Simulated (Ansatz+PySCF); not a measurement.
Results of a calculation; reference values are marked as such.
Input for PySCF 2.14.0:

```python
from pyscf import gto, scf

mol = gto.M(atom="""
B 1.330080 0.000000 0.000000
N 0.647570 1.121630 0.000000
B -0.665040 1.151880 0.000000
N -1.295140 0.000000 0.000000
B -0.665040 -1.151880 0.000000
N 0.647570 -1.121630 0.000000
H 2.443160 0.000000 0.000000
H 1.112800 1.927430 0.000000
H -1.221580 2.115840 0.000000
H -2.225610 0.000000 0.000000
H -1.221580 -2.115840 0.000000
H 1.112800 -1.927430 0.000000
""", basis='def2-svp', charge=0, spin=0)
mf = scf.RHF(mol)
mf.init_guess = '1e'
mf.kernel()
while True:  # follow internal instabilities
    mo, _, stable, _ = mf.stability(return_status=True)
    if stable: break
    mf.kernel(mf.make_rdm1(mo, mf.mo_occ))
print(mf.converged, mf.e_tot, mf.spin_square()[0])
```

The script is written out from the run's settings.

Results

- Converged: yes
- Total energy: -240.87619 hartree
- Spin squared of the determinant: 0.000
